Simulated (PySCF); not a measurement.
Potential energy curve for BCl, singlet.

RMP2/3-21G = PySCF with restricted MP2 (frozen core)/3-21G; UMP2/3-21G = unrestricted MP2 (frozen core)/3-21G (PySCF); UKS-B3LYP/6-31G* = PySCF with unrestricted B3LYP/6-31G*, spherical d; UCCSD(T) = CCSD(T) on UHF/cc-pVDZ, 6 core orbitals frozen (PySCF 2.14.0).

Energies relative to the lowest point of each curve near equilibrium, in kcal/mol; the last columns give the difference from UCCSD(T):

```
R / Å  RMP2/3-21G  UMP2/3-21G  UKS-B3LYP/6-31G*  UCCSD(T)  RMP2/3-21G − UCCSD(T)  UMP2/3-21G − UCCSD(T)  UKS-B3LYP/6-31G* − UCCSD(T)
-----  ----------  ----------  ----------------  --------  ---------------------  ---------------------  ---------------------------
1.29        138.5       136.0             119.9     128.5                   10.0                    7.6                         -8.6
1.36         87.6        85.1              73.3      79.0                    8.6                    6.1                         -5.7
1.46         41.9        40.5              32.3      35.1                    6.8                    5.4                         -2.9
1.54         20.9        20.2              14.0      15.5                    5.4                    4.7                         -1.4
1.63          7.7         7.5               3.6       4.0                    3.7                    3.4                         -0.4
1.68          3.7         3.6               0.9       1.1                    2.7                    2.5                         -0.1
1.72          1.7         1.6               0.0       0.0                    1.7                    1.6                          0.0
1.79          0.1         0.1               0.3       0.3                   -0.2                   -0.2                          0.0
1.82          0.0         0.0               1.1       1.0                   -1.0                   -1.0                          0.0
1.88          0.6         0.5               3.3       3.5                   -2.9                   -2.9                         -0.2
2.02          4.6         4.3              11.2      12.1                   -7.5                   -7.8                         -0.9
2.12          8.9         8.3              18.1      19.6                  -10.7                  -11.3                         -1.5
2.34         20.8        19.3              34.3      37.1                  -16.3                  -17.8                         -2.9
2.56         34.4        31.9              49.8      54.0                  -19.6                  -22.1                         -4.1
2.86         52.9        59.2              68.6      75.4                  -22.4                  -16.2                         -6.8
3.12         67.7        72.6              82.1      90.4                  -22.7                  -17.8                         -8.3
3.45         83.8        81.5              92.9     103.5                  -19.8                  -22.0                        -10.6
3.77         96.2        85.4              99.2     109.1                  -12.9                  -23.7                         -9.9
4.17        107.9        87.4             104.1     111.5                   -3.7                  -24.1                         -7.4
4.68        117.1        88.3             107.7     112.4                    4.7                  -24.1                         -4.7
5.20        121.3        88.6             109.7     112.7                    8.6                  -24.1                         -3.0
6.08        120.0        88.8             111.1     112.9                    7.2                  -24.1                         -1.7
6.91        114.0        88.8             111.7     112.9                    1.1                  -24.1                         -1.2
```

RMP2/3-21G is furthest from UCCSD(T) at 3.12 (-22.7 kcal/mol, below); its mean absolute difference over the points is 8.7 kcal/mol.

UMP2/3-21G is furthest from UCCSD(T) at 4.17 (-24.1 kcal/mol, below); its mean absolute difference over the points is 12.8 kcal/mol.

UKS-B3LYP/6-31G* is furthest from UCCSD(T) at 3.45 (-10.6 kcal/mol, below); its mean absolute difference over the points is 3.6 kcal/mol.

The restricted form behind RMP2/3-21G keeps the bonding electrons paired and can't separate into open-shell fragments. The unrestricted determinant behind UMP2/3-21G is spin-contaminated at 1.46 to 2.34, 2.86 to 6.91 Å (<S²> up to 1.0, against 0.00 for a pure singlet). The unrestricted determinant behind UKS-B3LYP/6-31G* is spin-contaminated at 3.12 to 6.91 Å (<S²> up to 0.8, against 0.00 for a pure singlet). The unrestricted determinant behind UCCSD(T) is spin-contaminated at 1.46 to 6.91 Å (<S²> up to 1.0, against 0.00 for a pure singlet).
